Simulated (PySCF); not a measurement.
Sn(Cl)3(SeH) (Cl3HSeSn), SMILES [Cl][Sn]([Cl])([Cl])[SeH]. Atoms are numbered in the order given.

```xyz
6

Cl    -1.4958     0.6292     1.9073
Sn    -0.3168     0.0865    -0.0499
Cl    -0.2462     2.0053    -1.4058
Cl    -1.5846    -1.5572    -1.1463
Se     2.0545    -0.6815     0.4041
H      2.5406     0.5326    -0.2837
```
Charge 0, spin multiplicity 1.

Coordinates come from a B3LYP-D3(BJ)/def2-SVP optimisation. The structure was generated by enumeration; whether it is a known compound was not checked. The def2 effective core potentials stand for the cores of Sn; spin–orbit coupling is left out. One conformer was computed; it need not be the lowest.

Computed with TDA-B3LYP/def2-SVPD run with PySCF 2.14.0.

Vertical excitations. The molecule is in vacuum.

Estimate the UV-visible absorptions. (The exact figures need the calculation; the answer reports its results.)


| state | energy (eV) | λ (nm) | f | main pairs |
|---|---|---|---|---|
| S1 | 3.10 | 400 | 0.007 | HOMO→LUMO 99 % |
| S2 | 4.37 | 284 | 0.000 | HOMO−2→LUMO 99 % |
| S3 | 4.56 | 272 | 0.012 | HOMO−3→LUMO 92 % |
| S4 | 4.57 | 271 | 0.009 | HOMO−4→LUMO 93 % |
| S5 | 4.72 | 263 | 0.125 | HOMO−1→LUMO 85 % |
| S6 | 4.82 | 257 | 0.021 | HOMO−5→LUMO 90 % |
| S7 | 4.83 | 257 | 0.022 | HOMO−6→LUMO 90 % |
| S8 | 5.33 | 233 | 0.005 | HOMO→LUMO+1 98 % |
| S9 | 5.90 | 210 | 0.030 | HOMO−7→LUMO 61 %, HOMO→LUMO+2 34 % |
| S10 | 6.17 | 201 | 0.009 | HOMO→LUMO+3 96 % |
| T1 | 2.72 | 457 | 0 | HOMO→LUMO 98 % |
| T2 | 3.87 | 320 | 0 | HOMO−1→LUMO 97 % |
| T3 | 4.07 | 305 | 0 | HOMO−2→LUMO 98 % |
| T4 | 4.19 | 296 | 0 | HOMO−3→LUMO 97 % |
Triplets are in the Tamm–Dancoff approximation.
